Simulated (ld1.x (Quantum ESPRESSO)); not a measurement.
# Si (Z = 14): TM pseudisation with Wu–Cohen, scalar-relativistic reference atom.

* Element: Si (Z = 14)
* Generator: ld1.x (Quantum ESPRESSO) 7.5
* Type: norm-conserving Troullier–Martins (Kleinman–Bylander form)
* Functional: Wu–Cohen
* Relativity: scalar-relativistic
* Frozen core: [Ne]
* Valence charge: 4
* Reference configuration: 3s2 3p2
* Partial waves: 3s (bound): rc 1.80 bohr; 3d channel at 0.4 Ry: rc 2.00 bohr; 3p (bound): rc 2.35 bohr
* Local potential: the p channel
* Core correction: none

Poles of the logarithmic derivatives, all-electron (AE) and pseudo (PS). s: poles at 0.2 (AE) and 0.2 (PS) Ry. p: poles at 1.1 (AE) and 1.1 (PS) Ry. d: poles at 2.1 (AE) and 2.1 (PS) Ry. Test radius 2.57 bohr.

* Cutoffs needed: 15 Ry and 35 Ry (the cutoffs (Ry, on a coarse ladder) from which the occupation-weighted sum of valence levels, in a spherical-Bessel basis at the reference potential, stays within 10 and 1 mRy of its value at 400 Ry)
* Ghost test: no extra level below or beside the all-electron valence levels (s, d, p, f tested) (spherical-Bessel basis up to 400 Ry, 20 bohr box)
* Largest excitation error: +72 meV (all-electron minus pseudo) for 3s1 3p0, out of 7 test configurations
